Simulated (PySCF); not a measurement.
**r2SCAN on C²⁺ (carbon, charge +2)**

Configuration: [He] 2p2, high-spin 3P determinant (an excited configuration). Calculation: PySCF 2.14, in def2-QZVPPD (8s4p4d2f1g, 63 functions); no relativity, point nucleus.

| Item | Value |
| --- | --- |
| Total energy | -35.9685 hartree |
| One-electron energy | -43.7549 hartree |
| Hartree (Coulomb) energy | 12.2782 hartree |
| Exchange-correlation energy | -4.4919 hartree |
| Kinetic energy | 35.89954 hartree |
| ⟨S²⟩ | 2.0001 |
| ⟨L²⟩ | 2.002 |
| Sum of ⟨r⟩ | 3.158 bohr |
| Sum of ⟨r²⟩ | 4.386 bohr² |
| Traceless quadrupole moment −½Σ⟨3z² − r²⟩ along its main axis | 0.864 e·bohr² |
| Density at the nucleus (Gaussians lack the cusp) | 121 bohr⁻³ |
| Spin density at the nucleus | -0.505 bohr⁻³ |
| Langevin diamagnetic susceptibility | -3.47 ×10⁻⁶ cm³/mol |

| shell | electrons | mean orbital energy (eV) | rms radius, mean of both spins (bohr) |
| --- | --- | --- | --- |
| 1s α | 1 | -310.96 | 0.314 |
| 1s β | 1 | -309.57 | 0.314 |
| 2p α | 2 | -33.276 | 1.45 |
